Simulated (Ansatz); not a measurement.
BrH2Sb (SMILES [Br][SbH2]) moved off its minimum; all values from Ansatz (an electronic-structure program), cores frozen in correlated methods. Elements past Kr take the def2 small-core potentials, without spin–orbit coupling.
(charge 0, multiplicity 1)
```xyz
4

Sb    -0.66641    -0.60505     0.48459
H     -0.22288    -1.94621    -0.52931
H     -1.91964    -0.17402    -0.38057
Br     0.88418     0.98620    -0.77985
```

**Question.** Give the forces (eV/Å), the total energy and the dipole at CCSD(T)/def2-TZVPPD.

**Answer.** 
```json
[
 {"atom": "Sb1", "Fx": "2.326", "Fy": "-0.691", "Fz": "1.153"},
 {"atom": "H2", "Fx": "-0.255", "Fy": "0.240", "Fz": "0.151"},
 {"atom": "H3", "Fx": "-1.979", "Fy": "0.522", "Fz": "-1.442"},
 {"atom": "Br4", "Fx": "-0.092", "Fy": "-0.071", "Fz": "0.138"}
]
```
Energy -2813.1978 hartree, dipole 2.55 D.
